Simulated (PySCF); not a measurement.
C$_{4}$HCoO$_{4}$ (SMILES [O+]#[C-]->[CoH](<-[C-]#[O+])(<-[C-]#[O+])<-[C-]#[O+]), singlet, geometry from GFN2-xTB (such geometries of metal compounds can be far from the true shape).

Here is a job for PySCF.
```python
from pyscf import gto, scf, dft

mol = gto.M(
    atom='''
Co    0.168668   -0.215946    0.068540
O     2.115767    0.298485   -2.068334
C     1.354219    0.108808   -1.243786
O     0.726588    0.753388    2.783531
C     0.503050    0.387534    1.729020
O    -1.561314    1.998951   -0.634452
C    -0.881582    1.128690   -0.358237
O    -1.886893   -2.275152   -0.326937
C    -1.098266   -1.468095   -0.176808
H     1.028236   -1.316451    0.417831
''',
    basis='def2-svp',
    charge=0,
    spin=0,
    verbose=3,
)

mf = dft.RKS(mol)
mf.xc = 'tpssh'
mf = mf.density_fit(auxbasis='def2-universal-jkfit')
mf.kernel()
mf.analyze()
```

Question: Give the dipole moment at the level DF-TPSSH/def2-SVP (PySCF).

Answer: 0.32 D

Question: Predict the HOMO energy from DF-TPSSH/def2-SVP.

Answer: -6.79 eV

Question: Give the HOMO-LUMO gap at the level DF-TPSSH/def2-SVP.

Answer: 5.27 eV

Question: What is the computed nuclear repulsion energy (DF-TPSSH/def2-SVP)?

Answer: 621.4647 Eh

Question: Estimate the total energy that DF-TPSSH/def2-SVP returns for this input.

Answer: -1836.2809 Eh

Question: Give the number of basis functions at the level DF-TPSSH/def2-SVP.

Answer: 148

Question: Roughly what does it cost on one core?

Answer: roughly 30 core-seconds.
